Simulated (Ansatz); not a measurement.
A structure relaxed at PBE-D4/def2-SVP in Ansatz, charge 0, doublet:

Cartesian coordinates in Å:
```
Cu -0.739 1.132 -0.214
Cu 0.894 -1.232 -1.146
Cu 0.310 -0.932 1.339
O -0.218 0.039 -1.645
O -1.174 0.069 1.224
O -0.550 2.855 0.053
O 1.476 -1.931 0.389
```

Task: Give its formula.

Result: Cu₃O₄.

Task: Summarise the bond lengths by kind (pairs closer than 1.2 times the sum of covalent radii, bridged metal pairs left out).

Result: 7 × Cu–O 1.75 to 1.87 Å.

The charge 0 doublet is spin-contaminated (final ⟨S²⟩ up to 2.21, 0.75 for a pure state). The relaxation made no stability test and no search for a lower SCF solution. No other spin state of charge 0 was run. Another isomer (doublet) lies 2.11 eV lower at PBE0-D4/def2-TZVP; other spin states weren't run for this one.
